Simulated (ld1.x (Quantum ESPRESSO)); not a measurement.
Transferability test, ultrasoft potential for chlorine (Cl)

- Element: Cl
- Generator: ld1.x (Quantum ESPRESSO) 7.5
- Type: ultrasoft
- Functional: PBEsol
- Relativity: non-relativistic
- Frozen core: [He]
- Valence charge: 15
- Reference configuration: 2s2 2p6 3s2 3p5
- Partial waves: 2s (bound): rcut 0.60, rcutus 0.65 bohr; 3s (bound): rcut 0.60, rcutus 0.65 bohr; 2p (bound): rcut 0.75, rcutus 0.90 bohr; 3p (bound): rcut 0.75, rcutus 0.90 bohr
- Local potential: all-electron potential smoothed inside 0.65 bohr (lloc = -2)
- Core correction: a·sin(br)/r model core inside 0.40 bohr
- Augmentation charge: PSQ, radius 0.60 bohr

Energies are relative to the spin-unpolarised reference configuration 2s2 2p6 3s2 3p5; without spin polarisation the order of configurations can differ from experiment. The frozen-core shift is the all-electron ΔE with the core orbitals held at their reference shape minus the fully relaxed ΔE.

```
valence configuration  charge  ΔE all-electron (eV)  error AE − PS (meV)  frozen-core shift (meV)
      2s2 2p6 3s2 3p4      +1                13.851                 -0.4                      0.0
      2s2 2p6 3s2 3p3      +2                39.260                 -1.7                      0.0
      2s2 2p6 3s2 3p2      +3                77.521                 -3.8                      0.0
    2s2 2p6 3s2 3p5.3    -0.3                -2.133                  0.0                      0.0
      2s2 2p5 3s2 3p5      +1               209.897                  -63                     +1.7
      2s2 2p6 3s1 3p6       0                11.934                 +0.4                      0.0
    2s2 2p6 3s2 3p4.5    +0.5                 5.572                 -0.1                      0.0
```

Levels in the configuration 2s2 2p6 3s2 3p4.5:

```tsv
level	all-electron (eV)	pseudo (eV)
2s	-256.577	-256.582
2p	-197.474	-197.477
3s	-25.942	-25.943
3p	-13.784	-13.784
```
